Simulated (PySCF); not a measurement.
C2H7FO2Si, SMILES C[C@@H](O)[Si@@H](O)F. The structure is a stationary point at PBE0-D3(BJ)/def2-SVP. The structure was generated by enumeration; whether it is a known compound was not checked. One conformer was computed; it need not be the lowest.

Computed equilibrium geometry at PBE0-D3(BJ)/def2-SVP (PySCF confirms it by a frequency run) as a Z-matrix (one conformer of several):
```
C
H 1 1.1107
O 1 1.4211 2 111.07
H 3 0.9644 1 107.97 2 -63.43
C 1 1.5150 2 108.43 3 118.71
H 5 1.1004 1 110.90 2 57.23
H 5 1.1009 6 108.53 1 121.00
H 5 1.1013 6 108.66 7 116.71
Si 1 1.8759 2 108.50 3 -118.03
F 9 1.6353 1 104.56 2 75.05
O 9 1.6506 10 109.97 4 135.58
H 11 0.9613 9 118.78 10 73.70
H 9 1.4879 10 105.75 4 -103.19
```
Charge 0, spin multiplicity 1.
